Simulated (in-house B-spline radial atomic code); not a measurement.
What moves the levels of neutral erbium ([Xe] 4f12 6s2)? Method: Dirac-Hartree-Fock, average of the jj configuration, Fermi nucleus of rms radius 5.0548 fm. Calculated with an all-electron radial atomic-structure program (B-spline basis).

Baseline run (computed): total energy -13092.3559 hartree, 1s1/2 at -2125.27 hartree, 6s1/2 at -5.2274 eV with <r> = 4.327 bohr.

Changing the nucleus:

| nucleus | ΔE (eV) |
| --- | --- |
| Fermi nucleus of rms radius 5.0843 fm, A = 152 | 0.345 |
| Fermi nucleus of rms radius 5.1129 fm, A = 154 | 0.68 |
| Fermi nucleus of rms radius 5.1429 fm, A = 156 | 1.03 |
| Fermi nucleus of rms radius 5.1761 fm, A = 158 | 1.43 |
| Fermi nucleus of rms radius 5.2045 fm, A = 160 | 1.76 |
| Fermi nucleus of rms radius 5.2246 fm, A = 162 | 2 |
| Fermi nucleus of rms radius 5.2389 fm, A = 164 | 2.18 |
| Fermi nucleus of rms radius 5.2516 fm, A = 166 | 2.33 |
| Fermi nucleus of rms radius 5.256 fm, A = 167 | 2.38 |
| Fermi nucleus of rms radius 5.2644 fm, A = 168 | 2.48 |
| Fermi nucleus of rms radius 5.2789 fm, A = 170 | 2.66 |

A larger nucleus binds the electrons less, roughly as the density at the nucleus times the change of the nuclear <r²>. The reference is A = 150.
